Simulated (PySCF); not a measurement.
Structure with atom numbers: `[CH2:1]=[CH:2][C:3](=[O:4])[NH:5][SiH2:6][C:7]([CH3:8])=[O:9]`; H(Xn) means a hydrogen on atom n. Ha(C1) is cis to C3; Hb(C1) is trans to C3.

All values are calculated (PySCF 2.14.0 with density-fitted response routines): shieldings: GIAO PBE0/pcSseg-1, structure optimised with GFN2-xTB. One conformer, non-relativistic, gas phase, equivalent nuclei averaged.

δ = σ(ref) − σ, references computed at the same level: 13C (186.93 ppm) against TMS.

Do the 13C shifts follow the atomic charges (in e)? Tabulate both.

## Answers


| atoms | hybridisation | δ (ppm) | σ para (ppm) | Hirshfeld | IAO | Mulliken | ESP-fitted |
| --- | --- | --- | --- | --- | --- | --- | --- |
| C7 | sp2 | 245.5 | -317 | +0.08 | +0.14 | -0.07 | +0.54 |
| C3 | sp2 | 174.5 | -236 | +0.17 | +0.43 | +0.55 | +0.83 |
| C1 | sp2 | 140.6 | -204 | -0.06 | -0.25 | -0.07 | -0.21 |
| C2 | sp2 | 134.8 | -205 | -0.06 | -0.20 | -0.28 | -0.44 |
| C8 | sp3 | 39.1 | -105 | -0.13 | -0.48 | -0.26 | -0.52 |

Correlation coefficients of δ with charge over these carbons: Hirshfeld +0.77, IAO +0.76, Mulliken +0.40, ESP-fitted +0.77; with the paramagnetic shielding -1.00. Among the 4 sp2 carbons alone: Hirshfeld +0.60, IAO +0.55, Mulliken +0.16, ESP-fitted +0.69. With so few points, grouped by hybridisation, these coefficients are fragile. Charge is one influence among several: hybridisation and low-lying excitations act through the paramagnetic term.

Shifts are as computed. Against solution values, carbons near 30 ppm lie about +3 ppm off and those near 130 ppm about +5 ppm. Of 1309 compounds with measured shifts, 239 miss one by over three times the rms of a fit or turn the order of signals round; such compounds aren't used in these exercises. The C=O carbon of an acid or of an amide with N–H lies up to 10 ppm further downfield in solution, through hydrogen bonding that the calculation lacks.
